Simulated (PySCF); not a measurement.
**A survey of ¹⁷O NMR shifts**

[PySCF 2.14: coordinates at the GFN2-xTB level; shielding tensors at PBE0/pcSseg-1 (GIAO); no solvent; relativity neglected; equivalent nuclei averaged; one computed conformer]

Shieldings were converted by a linear fit to measured shifts: ¹⁷O (scatter 10.7 ppm rms, 12.2 ppm with the 3 outliers that the fit left out vs liquid water, solution or neat liquid). Occasional misses reach two or three times the rms, and more in compound classes unlike the fitted ones.

Q: Give the ¹⁷O shifts of `C=C(OCC)OC(C)=O`, `NC[C@@H]1[SiH2]O[SiH2]C1=O`, `OCCCO`, `C=C[C@@H](CC#N)O[SiH2]C#N`, `N#C[Si@H]([SiH3])OCCO`, `COC`, `COC`, `COC(=O)OC1CCC1`.

A: 
```
                                                   compound                                      environment  δ (ppm)
[CH2:1]=[C:2]([O:3][CH2:4][CH3:5])[O:6][C:7]([CH3:8])=[O:9]                        O9: ester carbonyl oxygen    387.1
[CH2:1]=[C:2]([O:3][CH2:4][CH3:5])[O:6][C:7]([CH3:8])=[O:9]                          O6: ester alkoxy oxygen    204.0
[CH2:1]=[C:2]([O:3][CH2:4][CH3:5])[O:6][C:7]([CH3:8])=[O:9]                                 O3: ether oxygen     99.2
   [NH2:1][CH2:2][C@@H:3]1[SiH2:4][O:5][SiH2:6][C:7]1=[O:8]                              O8: carbonyl oxygen    703.0
   [NH2:1][CH2:2][C@@H:3]1[SiH2:4][O:5][SiH2:6][C:7]1=[O:8]  O5: oxygen bonded to 2 Si, in a 5-membered ring    -16.0
                                                      OCCCO                              alcohol oxygen (×2)      4.0
                                  C=C[C@@H](CC#N)O[SiH2]C#N                           oxygen bonded to C, Si      8.3
     [N:1]#[C:2][Si@H:3]([SiH3:4])[O:5][CH2:6][CH2:7][OH:8]                               O8: alcohol oxygen     -1.2
     [N:1]#[C:2][Si@H:3]([SiH3:4])[O:5][CH2:6][CH2:7][OH:8]                       O5: oxygen bonded to C, Si    -26.2
                                                        COC                                     ether oxygen    -37.2
                                                        COC                                     ether oxygen    -37.2
[CH3:1][O:2][C:3](=[O:4])[O:5][CH:6]1[CH2:7][CH2:8][CH2:9]1                        O4: ester carbonyl oxygen    229.1
[CH3:1][O:2][C:3](=[O:4])[O:5][CH:6]1[CH2:7][CH2:8][CH2:9]1                          O5: ester alkoxy oxygen    139.8
[CH3:1][O:2][C:3](=[O:4])[O:5][CH:6]1[CH2:7][CH2:8][CH2:9]1                          O2: ester alkoxy oxygen     91.6
```
